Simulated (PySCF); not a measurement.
Job file and geometry (Å, from GFN2-xTB) of an NMR shielding run on `C=C(SC)B1OCCO1`, C₅H₉BO₂S, GIAO PBE0/pcSseg-1 NMR shielding, non-relativistic, gas phase (PySCF 2.14.0, density-fitted response routines); density fitting, a coarse starting grid and PySCF grid level 2 are the driver's defaults:

```
$ OMP_NUM_THREADS=1 python probes_run.py task.json out

{"job": {"kind": "nmr", "xc": "PBE0", "basis": "pcSseg-1"}, "charge": 0, "multiplicity": 1}
C      1.700299    -1.060809    -1.785642
C      1.256073    -0.140353    -0.926291
S      2.231044     1.329602    -0.731318
C      1.732630     1.954209     0.900437
B     -0.120867    -0.320733    -0.209420
O     -0.701496    -1.552031    -0.091730
C     -1.965699    -1.411932     0.521149
C     -2.099050     0.101603     0.810730
O     -0.908732     0.671164     0.308073
H      2.626449    -0.940507    -2.322290
H      1.126507    -1.951149    -1.972067
H      0.672452     2.179533     0.893860
H      1.966892     1.210910     1.656485
H      2.314855     2.854662     1.068458
H     -1.987963    -2.016798     1.432426
H     -2.733670    -1.772463    -0.169946
H     -2.952130     0.553992     0.297117
H     -2.166353     0.317416     1.881652
```

**Question.** What does the program print?

**Answer.** 
```
coarse grid: 15896 points
cycle   1  E = -768.6941448894  dE =  1.328e+00  |g| = 7.676e-01  |ddm| = 3.836e+00
cycle   2  E = -768.5951078637  dE =  9.904e-02  |g| = 1.084e+00  |ddm| = 1.234e+00
cycle   3  E = -768.8023596590  dE = -2.073e-01  |g| = 8.177e-02  |ddm| = 7.611e-01
cycle   4  E = -768.8036332386  dE = -1.274e-03  |g| = 2.856e-02  |ddm| = 8.739e-02
cycle   5  E = -768.8038150355  dE = -1.818e-04  |g| = 1.017e-02  |ddm| = 3.186e-02
cycle   6  E = -768.8038375085  dE = -2.247e-05  |g| = 3.594e-03  |ddm| = 1.228e-02
cycle   7  E = -768.8038401137  dE = -2.605e-06  |g| = 9.040e-04  |ddm| = 3.022e-03
final grid: 149760 points
cycle   8  E = -768.8802861200  dE = -3.519e-05  |g| = 1.337e-02  |ddm| = 2.888e-02
cycle   9  E = -768.8802509053  dE =  3.521e-05  |g| = 1.888e-02  |ddm| = 2.181e-02
cycle  10  E = -768.8803232450  dE = -7.234e-05  |g| = 1.393e-03  |ddm| = 1.323e-02
cycle  11  E = -768.8803236517  dE = -4.067e-07  |g| = 2.767e-04  |ddm| = 1.265e-03
cycle  12  E = -768.8803236654  dE = -1.372e-08  |g| = 1.482e-04  |ddm| = 3.755e-04
cycle  13  E = -768.8803236702  dE = -4.738e-09  |g| = 3.758e-05  |ddm| = 1.338e-04
cycle  14  E = -768.8803236705  dE = -3.465e-10  |g| = 9.550e-06  |ddm| = 4.701e-05
converged SCF energy = -768.8803236705

GIAO shielding tensors (ppm)
atom      isotropic    diamagn.    paramagn.     s11        s22        s33       span
  0 C       51.997     252.401    -200.405    -68.087     66.750    157.327    225.414
  1 C       37.955     261.088    -223.133    -64.792     28.103    150.553    215.344
  2 S      471.872    1055.685    -583.813    293.007    401.086    721.523    428.517
  3 C      166.575     251.977     -85.402    148.835    166.622    184.267     35.433
  4 B       71.996     198.109    -126.114     65.033     73.180     77.774     12.742
  5 O      209.085     397.035    -187.950     79.157    253.689    294.409    215.253
  6 C      117.978     246.251    -128.273     81.365    106.322    166.247     84.882
  7 C      116.938     245.104    -128.166     78.230    105.902    166.683     88.454
  8 O      206.966     396.747    -189.781     80.374    256.683    283.841    203.467
  9 H       25.466      30.415      -4.949     21.993     24.100     30.305      8.312
 10 H       25.422      32.030      -6.608     21.964     23.586     30.716      8.752
 11 H       27.981      31.752      -3.771     21.605     28.210     34.128     12.523
 12 H       29.665      31.229      -1.564     25.799     27.214     35.981     10.182
 13 H       30.054      28.668       1.387     25.066     27.056     38.041     12.975
 14 H       27.227      28.619      -1.392     23.373     25.486     32.821      9.448
 15 H       27.224      28.430      -1.206     23.066     25.601     33.005      9.939
 16 H       27.147      28.415      -1.267     23.043     25.554     32.845      9.802
 17 H       27.130      28.961      -1.831     22.869     25.875     32.648      9.779
```

Size and cost of the density-fitted run: 205 basis functions, 84 s wall time on 1 thread of an Arm Neoverse N1, shared host; peak memory 0.92 GiB.
